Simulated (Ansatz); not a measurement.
Ideal-gas functions of BrHIn, SMILES `[Br][InH]` radical at 600 K and 1 bar, from an Ansatz frequency run at PBE0-D4/def2-TZVP.

Molar mass 195.73 g/mol, point group Cs (symmetry number 1), electronic degeneracy 2, moments of inertia 2.52, 300.319, 302.839 u Å². Harmonic wavenumbers (cm⁻¹, unscaled): 233, 404, 1555.

Use S(trans) = R[1.5 ln M + 2.5 ln T − 1.1517]; rotational temperatures θ = 24.2544 K / I; S(rot) = R[ln(√π/σ · √(T³/θAθBθC)) + 1.5]; for each mode x = 1.438777 ν̃/T, S = R[x/(eˣ − 1) − ln(1 − e⁻ˣ)] and H = RT x/(eˣ − 1); 1 cm⁻¹ = 0.0119627 kJ/mol; R = 8.31446 J/(mol·K).

Problem. By hand: the entropy, in J/(mol·K).

Solution. Translation 189.2. Rotation: θ = 9.6248, 0.0808, 0.0801 K, giving 108.6. Vibration, mode by mode: 13.26, 8.90, 0.97, in all 23.1. Electronic 5.8. Sum 326.7 J/(mol·K).

Problem. By hand: H − E and G − E in kJ/mol, counted from the electronic energy.

Solution. Zero-point energy ½ × 2192 × 0.0119627 = 13.1; thermal vibration 7.1; translation, rotation and pV give 4 RT = 20.0. H − E = 40.2 kJ/mol, and G − E = 40.2 − 600 × 326.7/1000 = -155.8 kJ/mol.

Vibration gives 7 % of the entropy.
